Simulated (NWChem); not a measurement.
# C3Cl2F2; SMILES ClC(Cl)=C=C(F)F

All runs: NWChem. All runs use the structure optimised with PBE-D3(BJ)/def2-SVP. Level: PBE/def2-SVP with SMD (1 M gas to 1 M solution), gas-phase geometry.

For solvent water:

```
Quantity                                     Result
-------------------------------------------  ------
solvation free energy (kcal/mol)                3.5
cavity-dispersion-structure term (kcal/mol)     4.3
```

Task: Estimate the same quantities for solvent ethyl acetate.

Result: 
| Property | Value |
|---|---|
| solvation free energy (kcal/mol) | -1.2 |
| cavity-dispersion-structure term (kcal/mol) | -0.6 |
